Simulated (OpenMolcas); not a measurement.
Ir2+ (d7) among equal point charges was computed by CASSCF with the d shell active (OpenMolcas, ANO-RCC-VDZP on the metal). Its lowest spin-free states, and all those of the highest spin:

| 2S+1 | Degeneracy | E (cm-1) |
| --- | --- | --- |
| 4 | 2 | 0.0 |
| 4 | 1 | 3300 |
| 4 | 1 | 4026 |
| 2 | 2 | 8139 |
| 2 | 1 | 9295 |
| 2 | 1 | 9374 |
| 4 | 1 | 11661 |
| 4 | 2 | 12643 |
| 2 | 2 | 13243 |
| 2 | 1 | 13409 |
| 2 | 1 | 14714 |
| 2 | 1 | 14883 |
| 4 | 2 | 22698 |
| 4 | 1 | 38090 |

**Question.** Is the site octahedral, tetrahedral or cube-like, axial, or of lower symmetry?

**Answer.** The states with 2S+1 = 4 have orbital degeneracies 2, 1, 1, 1, 2, 2, 1. There are pairs but no triples, so the site is axial: not cubic, but with a proper or improper axis of order three or more. The run had Ir2+ among 4 point charges of -1.5 e arranged as a square (D4h), 2.14 Å from the ion.

Spin-orbit coupling mixes the spin-free states strongly: the lowest level takes only 67 % from its leading state, 4E. An orbital doublet at a regular site is open to a Jahn-Teller distortion, which this geometry leaves out. Without dynamic correlation the repulsion within the d shell is too large (B by tens of per cent), so at a given field states of lower spin stand too high. This shell can be high or low spin here, a state of another spin lies low, and with metal d orbitals alone active their balance is uncertain, so the ground spin may be wrong. Point charges give a weaker field than real ligands, and real ions of this kind are as a rule low spin; the high spin found here belongs to the model. This is an electrostatic model: the charges have no orbitals. No measured value stands beside these numbers.
